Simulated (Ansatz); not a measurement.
One change: `OB(F)[SiH2]S` becomes `O[B](F)[InH2]`.

Ansatz, PBE0-D4/def2-TZVP geometries, multiplicity 1. Each molecule was computed in one conformer, which needn't be the lowest.

Elements past krypton have def2 core potentials.

```tsv
property	`OB(F)[SiH2]S`
HOMO energy (ωB97M-V/def2-TZVPP) / eV	-9.49
LUMO energy (PBE0/def2-TZVPP) / eV	-0.72
HOMO–LUMO gap (B3LYP/def2-TZVPP) / eV	6.14
HOMO energy (PBE/def2-TZVPP) / eV	-6.07
HOMO–LUMO gap (PBE0/def2-TZVPP) / eV	6.59
HOMO energy (B3LYP/def2-TZVPP) / eV	-7.06
```

Question: What does the change do to each property? (Estimate.)

Answer: Ansatz gave: 
```
                             property  `O[B](F)[InH2]`  shift
HOMO energy (ωB97M-V/def2-TZVPP) / eV            -9.57  -0.08
   LUMO energy (PBE0/def2-TZVPP) / eV            -2.06  -1.34
HOMO–LUMO gap (B3LYP/def2-TZVPP) / eV             4.92  -1.22
    HOMO energy (PBE/def2-TZVPP) / eV            -6.27  -0.20
 HOMO–LUMO gap (PBE0/def2-TZVPP) / eV             5.38  -1.21
  HOMO energy (B3LYP/def2-TZVPP) / eV            -7.27  -0.21
```

With PBE0 the HOMO falls by 0.14 eV and the LUMO falls by 1.34 eV, so the gap narrows by about 1.20 eV. PBE moves the HOMO by -0.20 eV and ωB97M-V by -0.08 eV.

B3LYP here is the variant with VWN-RPA as its local correlation; programs differ in this.
